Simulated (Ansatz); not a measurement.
`[SiH3]O/C=C\S` → 2 C• + 6 H• + O• + S• + Si•  (atomization)

Isolated molecules relaxed with PBE0-D4/def2-TZVP in Ansatz; ΔE leaves out vibrations. CBS: MP2 limit from def2 TZ/QZ plus the TZ coupled-cluster correction, frozen cores. This one scheme is used for every species, atoms too. DFT in def2-TZVPP. B3LYP here is the variant with VWN-RPA as its local correlation; programs differ in this. Open shells (•) are unrestricted, without spin–orbit coupling. Spin–orbit coupling would lower the free atoms: a little for C, O, S, Si. One conformer a species, not always the lowest.

```json
{"level": "r2SCAN-D4", "ΔE (kJ/mol)": "4017.5", "difference from CCSD(T)/CBS": "12.7"}
{"level": "PBE0-D4", "ΔE (kJ/mol)": "4001.1", "difference from CCSD(T)/CBS": "-3.7"}
{"level": "B3LYP-D4", "ΔE (kJ/mol)": "4001.6", "difference from CCSD(T)/CBS": "-3.2"}
{"level": "ωB97X-V", "ΔE (kJ/mol)": "4018.3", "difference from CCSD(T)/CBS": "13.5"}
{"level": "ωB97M-V", "ΔE (kJ/mol)": "4018.1", "difference from CCSD(T)/CBS": "13.3"}
{"level": "r2SCAN", "ΔE (kJ/mol)": "4011.4", "difference from CCSD(T)/CBS": "6.6"}
{"level": "PBE0", "ΔE (kJ/mol)": "3980.5", "difference from CCSD(T)/CBS": "-24.3"}
{"level": "HF/def2-TZVPP", "ΔE (kJ/mol)": "2877.0", "difference from CCSD(T)/CBS": "-1127.8"}
{"level": "MP2/def2-TZVPP", "ΔE (kJ/mol)": "3956.1", "difference from CCSD(T)/CBS": "-48.7"}
{"level": "SCS-MP2/def2-TZVPP", "ΔE (kJ/mol)": "3942.4", "difference from CCSD(T)/CBS": "-62.4"}
{"level": "CCSD(T)/def2-TZVPP", "ΔE (kJ/mol)": "3892.1", "difference from CCSD(T)/CBS": "-112.7"}
{"level": "HF/def2-QZVPP", "ΔE (kJ/mol)": "2884.3", "difference from CCSD(T)/CBS": "-1120.5"}
{"level": "SCS-MP2/def2-QZVPP", "ΔE (kJ/mol)": "4017.1", "difference from CCSD(T)/CBS": "12.3"}
{"level": "HF/CBS(def2)", "ΔE (kJ/mol)": "2885.5", "difference from CCSD(T)/CBS": "-1119.3"}
{"level": "MP2/CBS(def2)", "ΔE (kJ/mol)": "4068.9", "difference from CCSD(T)/CBS": "64.1"}
{"level": "CCSD/CBS(def2)", "ΔE (kJ/mol)": "3938.7", "difference from CCSD(T)/CBS": "-66.1"}
{"level": "CCSD(T)/CBS", "ΔE (kJ/mol)": "4004.8", "difference from CCSD(T)/CBS": "0"}
```

Largest T1 diagnostic among the species: 0.013.

The D4 term adds +39.1 kJ/mol with B3LYP and +20.6 kJ/mol with PBE0; it sums over pairs of atoms, weighted by their polarisabilities, and B3LYP, whose exchange is more repulsive, gets the larger term. From PBE to PBE0 (25 % exact exchange), in def2-TZVPP and without D4, ΔE moves by −74.0 kJ/mol: exact exchange takes away binding that semilocal exchange gives to molecules. In def2-TZVPP, CCSD(T) changes the Hartree–Fock value by +1015.1 kJ/mol (the triples alone add +66.1 kJ/mol) and MP2 by +1079.1 kJ/mol; breaking electron pairs costs correlation energy, which Hartree–Fock lacks.

For atomizations the MP2-based limit and the directly extrapolated one differ by several kJ/mol either way, and by 10 to 25 for some Ge, Se and Sn compounds, so smaller differences from it don't rank the levels.
